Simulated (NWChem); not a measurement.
SiNH3ClF; SMILES N[Si@H](F)Cl

```xyz
7

N      1.4321    -1.0869    -0.0817
Si    -0.0566    -0.4146     0.3770
F     -1.3151    -0.9122    -0.5168
Cl     0.0476     1.6158     0.0865
H      1.9396    -0.7633    -0.8967
H      1.7003    -2.0233     0.1970
H     -0.3761    -0.7585     1.7774
```
Atoms are numbered in this order, from 1.

Level: PBE0/def2-SVP (NWChem), optimised geometry, unscaled harmonic frequencies. 

**Question.** List the harmonic frequencies with IR intensities, and the thermochemistry.

**Answer.** 
```json
[
 {"frequency (cm⁻¹)": "145", "IR intensity (km/mol)": "10.2"},
 {"frequency (cm⁻¹)": "250", "IR intensity (km/mol)": "27.3"},
 {"frequency (cm⁻¹)": "277", "IR intensity (km/mol)": "15.7"},
 {"frequency (cm⁻¹)": "329", "IR intensity (km/mol)": "79.3"},
 {"frequency (cm⁻¹)": "353", "IR intensity (km/mol)": "128.3"},
 {"frequency (cm⁻¹)": "556", "IR intensity (km/mol)": "65.5"},
 {"frequency (cm⁻¹)": "705", "IR intensity (km/mol)": "20.2"},
 {"frequency (cm⁻¹)": "842", "IR intensity (km/mol)": "46.7"},
 {"frequency (cm⁻¹)": "879", "IR intensity (km/mol)": "213.6"},
 {"frequency (cm⁻¹)": "896", "IR intensity (km/mol)": "92.4"},
 {"frequency (cm⁻¹)": "971", "IR intensity (km/mol)": "223.9"},
 {"frequency (cm⁻¹)": "1530", "IR intensity (km/mol)": "72.3"},
 {"frequency (cm⁻¹)": "2326", "IR intensity (km/mol)": "102.9"},
 {"frequency (cm⁻¹)": "3624", "IR intensity (km/mol)": "55.1"},
 {"frequency (cm⁻¹)": "3729", "IR intensity (km/mol)": "62.1"}
]
```

```yaml
zero_point_energy: 24.9 kcal/mol
thermal correction to the enthalpy at 298.15 K (with zero-point energy): 29.0 kcal/mol
heat capacity Cv: 18.6 cal/(mol K)
entropy at 298.15 K and 1 atm (symmetry number 1): 75.7 cal/(mol K)
dipole_moment: 2.69 D
```

Rigid rotor and harmonic oscillator.
